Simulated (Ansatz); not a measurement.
Input for Ansatz (an electronic-structure program): U-PBE/aug-cc-pVTZ on CH4Be (SMILES [BeH][CH3]), a point of a bond scan (R = 3.596 Å).

Ansatz 0.2 input:
```yaml
crystal:
  periodic: [false, false, false]
  atoms:
    - {symbol: Be, position_ang: [-0.93852540, -0.49476050, -0.13416384]}
    - {symbol: H, position_ang: [-4.09407890, -2.15826717, -0.58525570]}
    - {symbol: C, position_ang: [0.53116533, 0.28001333, 0.07593101]}
    - {symbol: H, position_ang: [1.01548029, -0.00621365, 1.01576467]}
    - {symbol: H, position_ang: [0.42177910, 1.36971531, 0.09486335]}
    - {symbol: H, position_ang: [1.23709912, 0.04633441, -0.72832381]}
basis:
  gaussian:
    orbitals: aug-cc-pVTZ
hamiltonian:
  xc: {name: PBE}
magnetization: {spin_polarized: true, initial_magnetization: 0}
```

It printed:

```
WARN ansatz: RAYON_NUM_THREADS=1 ignored (pool sized by the plan → 1); use --threads N
Functional definition: PBE
integrals: 0.04 GiB planned
639 factors; their error is unknown
mean field: 0.72 GiB planned
mean field evaluation 1: about -1481.8708 eV, gradient 4.9e1 eV
mean field evaluation 2: about -1449.9877 eV, gradient 7.8e1 eV
mean field evaluation 4: about -1493.7954 eV, gradient 1.1e1 eV
mean field evaluation 8: about -1495.5201 eV, gradient 7.5e0 eV
mean field evaluation 16: about -1496.5318 eV, gradient 1.8e-4 eV
mean field evaluation 32: about -1497.0616 eV, gradient 7.3e-6 eV
mean field -1497.06160369 eV, -55.0159991909 hartree, gradient 7.3e-6 eV, S^2 0.880257; 4 other end points of the search recorded, 0 dependent functions left out
reference -1497.06168455 eV, -55.0160021624 hartree; 7, 7 occupied and 177, 177 virtual orbitals, 639 factors
Total energy: -1497.06168455 eV, -55.0160021624 hartree
```

Self-consistency was reached. Its determinant has ⟨S²⟩ = 0.88, a mixture of spin states.

Cost: about 7 core-seconds (a rough figure).
